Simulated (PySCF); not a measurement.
A side-by-side comparison of computed properties.

First species: C₃H₉PSSi.
InChI=1S/C3H9PSSi/c5-4-2-1-3(4)6/h3-4H,1-2H2,6H3/t3-/m1/s1

Second species: C5H5ClO2Si.
SMILES: `O=C(Cl)C1=CC([SiH3])=CO1`

Levels: CAM-B3LYP/def2-SVPD for dipole moment, HOMO energy, LUMO energy, HOMO–LUMO gap, static isotropic polarisability and electronic spatial extent ⟨r²⟩ about the centre of nuclear charge; TDDFT CAM-B3LYP/def2-SVPD for lowest singlet excitation; TDA CAM-B3LYP/def2-SVPD for lowest triplet excitation (Tamm–Dancoff); GFN2-xTB for rotational constant A and rotational constant C. Geometries: GFN2-xTB. All species are isolated and taken at one optimised geometry, non-relativistic unless stated; the electronic structure was computed with PySCF and density fitting.

The conformers computed, where there is a choice (atom-mapped SMILES and torsion angles):
- `[O:1]=[C:2]([Cl:3])[c:4]1[cH:5][c:6]([SiH3:7])[cH:8][o:9]1`: O1–C2–C4–C5 0°

(1) Which of the two has the higher rotational constant A, and by how much?

(2) Which of the two has the higher rotational constant C, and by how much?

(3) Which of the two has the higher static isotropic polarisability, and by how much?

(4) Which of the two has the higher S1 energy, and by how much?

(5) Which of the two has the higher dipole moment, and by how much?

(6) Which has the higher ⟨r²⟩?

(7) Which of the two has the higher T1 energy, and by how much?

(8) Which of the two has the higher HOMO energy, and by how much?

Results:

(1) The second: 3.614 GHz against 2.785 GHz, a difference of 0.829 GHz.

(2) The first: 0.936 GHz against 0.482 GHz, a difference of 0.454 GHz.

(3) The second: 108.1 au against 107.0 au, a difference of 1.1 au.

(4) The first: 5.54 eV against 4.69 eV, a difference of 0.85 eV.

(5) The first: 4.54 D against 4.38 D, a difference of 0.16 D.

(6) The second: 2135 bohr² against 1260 bohr², a difference of 875 bohr².

(7) The first: 5.14 eV against 3.18 eV, a difference of 1.96 eV.

(8) The first: -7.91 eV against -8.90 eV, a difference of 0.99 eV.

On the first: No computed singlet falls in the visible range (750 to 380 nm, 1.65 to 3.26 eV); S1 lies 2.28 eV above its blue end. The polarisability is 15.86 Å³ as a volume (1 au = 0.148185 Å³), or 1.49 au for each of the 72 electrons.

On the second: In wavenumbers S1 is 37800 cm⁻¹ (1 eV = 8065.54 cm⁻¹). The principal polarisabilities are 68.8, 103.2 and 152.3 au; their mean is the isotropic value.
